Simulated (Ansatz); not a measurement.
A single point on F3OSi (`[O][Si](F)(F)F`) radical.

```yaml
crystal:
  periodic: [false, false, false]
  atoms:
    - {symbol: O, position_ang: [1.086960, 1.214228, -0.016213]}
    - {symbol: Si, position_ang: [-0.007537, -0.020201, -0.003186]}
    - {symbol: F, position_ang: [-1.326124, 0.366238, -0.752381]}
    - {symbol: F, position_ang: [0.697250, -1.214273, -0.727618]}
    - {symbol: F, position_ang: [-0.400548, -0.419592, 1.457998]}
basis:
  gaussian: {orbitals: def2-TZVPP}
magnetization: {spin_polarized: true, initial_magnetization: 1}
hamiltonian: {xc: pbe}
correlation: {method: rpa}
```

```sh
$ ansatz run in.yaml --threads 4 --pin off --events-out ev --progress --plain --max-ram 10444MiB
```

Output, abridged:

```
Functional definition: PBE
1071 factors; integrals over basis functions are off by at most 1.3e-3 eV
mean field evaluation 1: about -18065.1545 eV, gradient 4.4e1 eV
mean field evaluation 2: about -18065.1498 eV, gradient 4.4e1 eV
mean field evaluation 4: about -18070.4334 eV, gradient 4.1e0 eV
mean field evaluation 8: about -18070.4908 eV, gradient 1.0e-1 eV
mean field evaluation 16: about -18070.4908 eV, gradient 1.5e-3 eV
mean field -18070.49080018 eV, -664.0782882881 hartree, gradient 1.8e-6 eV, S^2 0.752075; 4 other end points of the search recorded, 0 dependent functions left out
9 core orbitals not correlated: weight in the atoms' cores, before any rotation towards them, 1.000 or more for the frozen orbitals, at most 0.000 for the correlated occupied ones
reference -18025.80233192 eV, -662.4360173705 hartree; 16, 15 occupied and 141, 142 virtual orbitals, 1071 factors
Total energy: -18068.64887329 eV, -664.0105987232 hartree
```

Hardware: 4 threads of an Arm Neoverse V2 on a shared host. Wall time 7.5 s, peak host memory 0.36 GiB.
